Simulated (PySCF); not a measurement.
# Removing an electron from `C=C[C@@]1(Cl)CC[C@@H]2O[C@@H]2C1`

Compound: C8H11ClO.
Z-matrix (Å and degrees, PBE0-D3(BJ)/def2-SVP geometry), rows numbered from 1:
```
C 
C   1  1.3327
C   2  1.5017  1  126.70
Cl  3  1.8269  2  105.57  1   123.23
C   3  1.5297  2  110.48  1  -120.88
C   5  1.5257  3  110.80  2    62.89
C   6  1.5044  5  112.23  3    50.28
O   7  1.4119  6  116.53  5    48.76
C   8  1.4160  7   62.61  6  -111.33
C   9  1.5138  7  121.55  8  -102.85
H   1  1.0926  2  120.87  3   178.89
H   1  1.0930  2  122.50  3    -1.11
H   2  1.0962  1  119.41  3  -178.47
H   5  1.1000  3  109.46  2   -59.32
H   5  1.1005  3  108.31  2  -175.99
H   6  1.1024  5  110.41  3   -70.37
H   6  1.1023  5  109.94  3   172.16
H   7  1.0993  6  115.67  5  -172.37
H   9  1.0987  7  118.03  8   102.25
H  10  1.0993  3  109.92  2    44.47
H  10  1.1001  3  108.34  2   160.70
```

Level: CAM-B3LYP/def2-SVPD (PySCF). Frontier orbitals with their largest atomic shares (Löwdin; up to four atoms above 4 %):

```csv
orbital,ε (eV),main atoms
HOMO−3,-10.12,"Cl4 49 %, O8 12 %, C9 10 %, C7 9 %"
HOMO−2,-9.74,"Cl4 42 %, O8 12 %, C3 8 %, C9 7 %"
HOMO−1,-9.42,"O8 51 %, Cl4 11 %, C9 7 %, C7 6 %"
HOMO,-9.22,?
LUMO,0.49,"C1 24 %, Cl4 22 %, C2 21 %, C3 10 %"
LUMO+1,1.19,"C1 15 %, H19 7 %, C7 7 %, H18 7 %"
LUMO+2,1.64,"Cl4 19 %, H13 9 %, H19 9 %, H14 8 %"
```

Problem. What vertical ionisation energy does ΔSCF give, and how far is −ε(HOMO) from it?

Solution. ΔSCF: 9.95 eV (960 kJ/mol; threshold wavelength 125 nm); ⟨S²⟩ of the doublet left behind is 0.758, against 0.75 for a pure doublet. −ε(HOMO) is 9.22 eV, 0.73 eV below it. For the exact functional −ε(HOMO) would equal the first vertical ionisation energy; CAM-B3LYP (range-separated hybrid) falls short of its own ΔSCF value by 7 %.

Problem. On which atoms does the HOMO lie?

Solution. C1 (terminal =CH2 carbon) 31 %, C2 (alkene CH carbon) 29 %, Cl4 (alkyl chlorine) 18 %, so no atom holds as much as 40 %. The HOMO−1 lies 0.20 eV lower.

Problem. What kinetic energy would electrons from this vertical process carry with 118.2 nm light (10.49 eV)?

Solution. 10.49 − 9.95 = 0.54 eV.

Problem. What total energies stand behind the ΔSCF value?

Solution. E(N) = -846.25570 Eh and E(N − 1) = -845.89013 Eh at the same geometry, 0.36557 Eh apart.

Problem. Shift the occupied levels rigidly so that −ε(HOMO) equals the ΔSCF value. What binding energies result?

Solution. The shift is +0.73 eV: HOMO 9.95, HOMO−1 10.15, HOMO−2 10.47, HOMO−3 10.85 eV. A rigid shift is only a rough guide to the deeper ionisations.

Problem. How many of the 10 lowest singlet excitations (vertical TDDFT, same level) lie below the ionisation energy?

Solution. All 10; they run from 6.67 to 8.15 eV.

The structure is a single PBE0-D3(BJ)/def2-SVP conformer in the gas phase; no vibrational or solvent corrections.
